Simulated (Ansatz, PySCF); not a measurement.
This Ansatz (a quantum-chemistry and plane-wave program) input computes a r2SCAN/def2-TZVPD energy:

Ansatz 0.2 input:
```yaml
crystal:
  periodic: [false, false, false]
  atoms:
    - {symbol: N, position_ang: [-0.00000000, -0.00000000, -0.55206952]}
    - {symbol: N, position_ang: [0.00000000, 0.00000000, 0.55206952]}
basis:
  gaussian:
    orbitals: def2-TZVPD
hamiltonian:
  xc: {name: r2SCAN}
total_charge: 1
magnetization: {spin_polarized: true, initial_magnetization: 1}
output: {forces: true}
```

Q: Write an input for the same energy in PySCF and say what it gives.

A: 
```python
from pyscf import gto, scf, dft

mol = gto.M(
    atom='''
    N    -0.00000000   -0.00000000   -0.55206952
    N     0.00000000    0.00000000    0.55206952
    ''',
    basis='def2-tzvpd',
    charge=1,
    spin=1,
    symmetry='D2h',
    verbose=4,
)

mf = dft.UKS(mol, xc='r2scan').density_fit(auxbasis='def2-universal-jkfit')
mf.grids.level = 4
mf.conv_tol = 1e-9
mf.max_cycle = 100
mf.max_memory = 1500
mf.kernel()
if not mf.converged:
    mf = mf.newton()
    mf.kernel(mf.make_rdm1())
mf.analyze()
```
It gives -108.94033 Eh, and Ansatz -108.94031 Eh, a difference of 0.02 mEh, from the treatment of integrals and grids.
